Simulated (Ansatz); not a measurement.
Input file:

```yaml
crystal:
  periodic: [false, false, false]
  atoms:
    - { symbol: Ge, position_ang: [0.0, 0.0, 0.0] }
    - { symbol: O, position_ang: [0.0, 0.0, 2.12] }
    - { symbol: H, position_ang: [-0.9095, -0.2814, 2.4571] }
    - { symbol: O, position_ang: [1.6691, 0.0, -0.5894] }
    - { symbol: H, position_ang: [1.9855, -0.9521, -0.7061] }
    - { symbol: F, position_ang: [-0.7913, 1.3709, -0.5594] }
    - { symbol: O, position_ang: [-0.8337, -1.4443, -0.5894] }
    - { symbol: H, position_ang: [-1.2883, -1.91, 0.183] }
    - { symbol: Cl, position_ang: [1.3216, 1.9931, 0.7946] }
    - { symbol: H, position_ang: [0.6966, 1.0505, 1.9346] }
basis:
  gaussian: { orbitals: def2-SVP }
hamiltonian:
  xc: pbe0
  dispersion: d4
relax:
  f_tol: 0.15
  max_steps: 25
  restrain:
    - { distance: [0, 8], at: 3.42, k: 30.0 }
    - { distance: [9, 1], at: 2.21, k: 30.0 }
    - { distance: [0, 1], at: 1.77, k: 30.0 }
    - { distance: [9, 8], at: 1.37, k: 30.0 }
```

Run as:

```bash
$ ansatz run input.yaml --threads 4 --pin off --max-ram 5120MiB --backend cpu --events-out ev --progress --plain --runs-dir out
```

Hardware: 4 threads of Arm Neoverse V1, on a shared host.

Task: Roughly how long does this run take, and how much memory?

Result: 47 s, with a peak of 0.35 GiB, for 19 ionic steps.
